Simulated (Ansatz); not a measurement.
```yaml
atoms:
  - { symbol: Os, position_ang: [0.0000, 0.0000, 0.0000] }
  - { symbol: H, position_ang: [0.0000, 0.0000, 1.6100] }
```

Basis set: pcseg-2 on H; def2-TZVPP on Os (spherical functions, with the set's core potentials past Kr). Some runs use density fitting. Charge 0, multiplicity 2.

Computed with Ansatz (development build ahead of 0.2.0); each method stands on the lowest determinant of its kind that the runs found. Restricted functionals stand beside restricted open-shell atoms, which can lie above the unrestricted atoms usual in DFT and then raise those values.

The atomization energy at this shape (free ground-state atoms in the same class of orbitals less the molecule, no zero-point energy) of doublet OsH:

```
            method  atomization energy
PBE (unrestricted)             2.41 eV
```

Problem. What does PBE (restricted open-shell) give?

Solution. 1.60 eV. Caution: another spin multiplicity may lie lower. Caution for PBE (unrestricted): the unrestricted determinant is a mixture of spin states. Caution for PBE (restricted open-shell): an unrestricted determinant lies well below.

The shape needn't be a minimum at these levels.
